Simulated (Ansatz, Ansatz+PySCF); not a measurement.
```yaml
atoms:
  - { symbol: Cl, position_ang: [0.0000, 0.0000, -2.2765] }
  - { symbol: Cd, position_ang: [0.0000, 0.0000, 0.0000] }
  - { symbol: Cl, position_ang: [0.0000, 0.0000, 2.2765] }
```

Basis set: def2-SVP (spherical functions, with the set's core potentials past Kr). Frozen core: 10 orbitals. Charge 0, multiplicity 1.

Computed with Ansatz (development build ahead of 0.2.0); each method stands on the lowest determinant of its kind that the runs found. Restricted open shells among the atoms or ions are ROHF, correlated in semicanonical orbitals with singles. Restricted functionals stand beside restricted open-shell atoms, which can lie above the unrestricted atoms usual in DFT and then raise those values.

The atomization energy at this shape (free ground-state atoms in the same class of orbitals less the molecule, no zero-point energy) of singlet CdCl₂:

```json
{"method": "ωB97X (restricted)", "atomization energy": "136.01 kcal/mol"}
{"method": "ωB97X (unrestricted)", "atomization energy": "134.28 kcal/mol"}
{"method": "r²SCAN (unrestricted)", "atomization energy": "138.21 kcal/mol"}
{"method": "r²SCAN (restricted)", "atomization energy": "140.72 kcal/mol"}
{"method": "PBE0 (restricted)", "atomization energy": "135.89 kcal/mol"}
{"method": "PBE0 (unrestricted)", "atomization energy": "134.02 kcal/mol"}
{"method": "PBE (restricted)", "atomization energy": "135.38 kcal/mol"}
{"method": "PBE (unrestricted)", "atomization energy": "134.10 kcal/mol"}
{"method": "RHF-CCSD(T)", "atomization energy": "121.09 kcal/mol"}
{"method": "RHF-CCSD", "atomization energy": "119.18 kcal/mol"}
{"method": "RHF-MP2", "atomization energy": "126.66 kcal/mol"}
{"method": "UHF-MP2", "atomization energy": "127.37 kcal/mol"}
{"method": "UHF", "atomization energy": "101.25 kcal/mol"}
```

(1) What does RHF give?

Answers

(1) 106.14 kcal/mol.
